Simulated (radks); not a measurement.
In+, configuration [Kr] 4d10 5s1 5p1 (not the ground configuration). Method: scalar-relativistic Kohn-Sham, PBE, spin-polarised, spherical densities, point nucleus; open shells are filled with parallel spins first (spin-orbit coupling, left out, can overturn this in heavy ions); computed with a radial shooting solver on a logarithmic mesh with Libxc functionals. Some entries of the table are withheld. Estimate them.

orbital  occ.  eigenvalue (hartree)  <1/r> (bohr^-1)  <r> (bohr)
1s up       1             -1020.287            51.86     0.02971
1s down     1             -1020.285            51.86     0.02971
2s up       1             -153.0448            11.82      0.1285
2s down     1             -153.0444            11.82      0.1285
2p up       3             -137.3970            11.38      0.1122
2p down     3             -137.3962            11.38      0.1122
3s up       1             -29.30866            4.182      0.3486
3s down     1             -29.30717            4.182      0.3486
3p up       3             -24.18462            3.982      0.3471
3p down     3             -24.18304            3.982      0.3471
3d up       5             -16.23086            3.753      0.3244
3d down     5             -16.22956            3.753      0.3243
4s up       1              -4.72852            1.632      0.8482
4s down     1              -4.72545            1.633      0.8478
4p up       3              -3.20294            1.476         (1)
4p down     3              -3.19872            1.477         (2)
4d up       5                   (3)            1.137       1.180
4d down     5                   (4)            1.148       1.165
5s up       1              -0.60901           0.5233       2.444
5s down     0              -0.54829           0.5292       2.425
5p up       1              -0.36109           0.4113       3.070
5p down     0              -0.29657           0.4131       3.066
6s up       0              -0.15825           0.2084         (5)

Answer. 
(1) 4p up <r> (bohr): 0.9223
(2) 4p down <r> (bohr): 0.9208
(3) 4d up eigenvalue (hartree): -1.01744
(4) 4d down eigenvalue (hartree): -1.00385
(5) 6s up <r> (bohr): 6.122
